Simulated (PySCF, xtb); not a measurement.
Ge(H)(F)2(vinyl) (C2H4F2Ge), SMILES C=[CH][GeH]([F])[F]. Other conformers were not sampled.

Harmonic wavenumbers (cm⁻¹) from xtb with GFN2-xTB at its own minimum, in rising order: 43, 111, 148, 181, 318, 456, 478, 493, 540, 583, 615, 919, 984, 1012, 1223, 1384, 1644, 1914, 3052, 3070, 3100.

What does PBE-D3(BJ)/def2-SVP (PySCF 2.14.0) give at its own minimum? (The exact figures need the calculation; the answer reports its results.)

83, 145, 190, 237, 333, 504, 589, 684, 697, 703, 729, 964, 965, 993, 1218, 1361, 1617, 2116, 3060, 3099, 3160. Paired by order, the mean absolute difference is 65 cm⁻¹ and the zero-point energies are 31.8 and 33.5 kcal/mol.
